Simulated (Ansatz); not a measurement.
```xyz
12

C     1.577   -0.750    1.026
O     0.741   -0.684   -0.106
Si   -0.382    0.477   -0.347
N    -1.376    0.149   -1.687
O    -1.256    0.514    1.044
H     0.993   -0.846    1.946
H     2.222   -1.625    0.924
H     2.213    0.140    1.108
H     0.273    1.784   -0.613
H    -1.888   -0.717   -1.748
H    -1.096    0.471   -2.599
H    -2.022    1.089    1.051
```

The species carries charge 0 and has multiplicity 1.

(1) List the PBE/def2-TZVPP orbital energies in eV (the Gaussian-basis code of Ansatz). (Estimate.)

Results:

(1) Ansatz gave: Occupied: -1780.04, -510.04, -509.94, -379.92, -269.90, -137.61, -94.38, -94.35, -94.34, -25.25, -24.64, -21.03, -16.72, -13.64, -12.23, -11.90, -11.24, -10.77, -10.45, -9.20, -8.38, -7.43, -7.05, -6.49, -6.31. Lowest empty: 0.15, 0.46, 0.93, 1.57, 1.83, 2.13, 2.61, 2.72.
